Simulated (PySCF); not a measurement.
Isomers of C2H4F2. All species are isolated molecules in the gas phase. One relaxed conformer stands for each flexible species; it need not be the lowest. Strings in code marks are SMILES.

Quantity: electronic energy of isomers of C2H4F2 relative to `CC(F)F`, in kcal/mol.

Case: `FCCF` (F–C–C–F torsion 180°). Geometry of `FCCF` (neutral, multiplicity 1, Å):

```xyz
8

F      1.3443    -0.5307    -1.0321
C      0.7496     0.0251     0.0957
C     -0.7496    -0.0251    -0.0957
F     -1.3443     0.5307     1.0321
H      1.0527    -0.5560     0.9713
H      1.0972     1.0568     0.2001
H     -1.0972    -1.0568    -0.2001
H     -1.0527     0.5560    -0.9713
```

Task: What electronic energy of isomers of C2H4F2 relative to `CC(F)F` does B3LYP/3-21G // r2SCAN-D4/def2-TZVP (PySCF) give?

Result: 16.7 kcal/mol.
